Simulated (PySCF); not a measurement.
Spectrum to structure. The calculation used TDDFT CAM-B3LYP/def2-SVPD, vertical, gas phase, core orbitals frozen in the response (PySCF 2.14.0, density-fitted response routines). Geometries: GFN2-xTB, one conformer each.

| state | λ (nm) | f |
| --- | --- | --- |
| S1 | 215.6 | 0.0006 |
| S2 | 181.2 | 0.034 |
| S3 | 176.3 | 0.0092 |
| S4 | 165.9 | 0.028 |
| S5 | 159.8 | 0.0052 |
| S6 | 158.2 | 0.0055 |
| S7 | 157.1 | 0.023 |
| S8 | 155.7 | 0.0040 |

Triplets computed (Tamm–Dancoff): 5.28, 6.15, 6.51 eV.

Orbital energies (eV): HOMO-3 -11.13, HOMO-2 -10.94, HOMO-1 -10.57, HOMO -8.75, LUMO 0.75, LUMO+1 1.06, LUMO+2 1.29.

Problem. Which candidate is it?
A. `OCc1cncs1`
B. `C(C#N)CS[C@@H](F)C`
C. `CC(=O)CSC(F)(F)F`
D. `c1(c(S)c[nH]n1)C`

Solution. B. Its S1, at 5.75 eV, is the highest among the candidates; the nearest of the others has S1 at 5.40 eV. S1 is HOMO→LUMO (74%). Löwdin shares by element: HOMO sulfur 71%, carbon 16% or more; LUMO sulfur 46%, carbon 22% or more (atoms not listed hold the other 32%). At the same level the other candidates give, for their lowest levels:
- `OCc1cncs1`: 230 nm (f 0.001); 217 nm (f 0.137); 200 nm (f 0.002); 199 nm (f 0.053); 182 nm (f 0.000); T1 3.82 eV; HOMO -8.71, LUMO -0.01 eV
- `CC(=O)CSC(F)(F)F`: 285 nm (f 0.001); 223 nm (f 0.001); 194 nm (f 0.004); 176 nm (f 0.011); 168 nm (f 0.007); T1 3.79 eV; HOMO -8.94, LUMO -0.03 eV
- `Cc1n[nH]cc1S`: 246 nm (f 0.003); 218 nm (f 0.013); 213 nm (f 0.103); 198 nm (f 0.000); 187 nm (f 0.007); T1 4.34 eV; HOMO -7.43, LUMO 0.92 eV

Conformer computed: `[CH3:1][C@H:2]([F:3])[S:4][CH2:5][CH2:6][C:7]#[N:8]`: C1–C2–S4–C5 -169°, C2–S4–C5–C6 -80°, S4–C5–C6–C7 -178°.
